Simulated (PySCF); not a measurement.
**GeN from Hartree–Fock to correlated methods**

State: ²Π (doublet), unpaired electrons π ↑. Set-up: PySCF, scalar-relativistic core potentials, basis sets Ge aug-cc-pVDZ-PP with ECP10, N aug-cc-pVDZ. De refers to Ge + N in their high-spin ground configurations, without counterpoise correction. The functionals are run spin-unrestricted. A positive dipole means Ge(−)N(+). Levels whose curve was spin-contaminated or gave no clean fit are not listed.

```csv
Level,Re (Å),ωe (cm⁻¹),De (eV),μ (D),"CPU s a point (SCF and correlation, without the integrals)"
ROHF,1.714,955,0.238,-3.56,0.19
ROHF-MP2,1.776,798,3.13,n/a,0.35
ROHF-SCS-MP2,1.774,799,3.08,n/a,n/a
LDA,1.758,821,4.65,-2.81,0.51
PBE,1.779,794,3.99,-2.86,0.76
TPSS,1.773,804,3.74,-2.84,1.2
r²SCAN,1.757,828,3.44,-2.84,1.1
TPSSh,1.762,825,3.50,-2.92,1.3
PBE0,1.751,845,3.36,-3.04,1.2
HSE06,1.752,842,3.39,-3.04,1.2
```

(1) What does a tenth of exact exchange do here, going from TPSS to TPSSh?

(2) What does second-order correlation do here, going from ROHF to ROHF-MP2?

Correlated steps freeze 5 core orbitals. Correlated levels converge slowly with the basis: in double zeta they bind strong bonds too weakly, by up to about 1 eV, and carry superposition errors of some tenths. Spin–orbit coupling is left out. Counting both spins, an empty level lies below a filled one in some of these solutions, because spin and occupation are held. The state was picked by a PBE0 search and need not be the measured ground state.

The whole job (state search and all levels along the bond) took about 3.2 min on 1 thread of Arm Neoverse V1 (shared host), peak memory 0.78 GiB.

Answers

(1) TPSSh less TPSS: -1.1 pm in Re, +2.6 % in ωe, -0.24 eV in De. Exact exchange removes part of the self-interaction that spreads semilocal densities, and in most molecules shortens and stiffens the bond and lowers De; so it does here.

(2) ROHF-MP2 less ROHF: +6.2 pm in Re, -16.4 % in ωe, +2.89 eV in De. Correlation nearly always deepens the well. The bond lengthens, as in strong covalent bonds, where excitations into antibonding orbitals dominate.
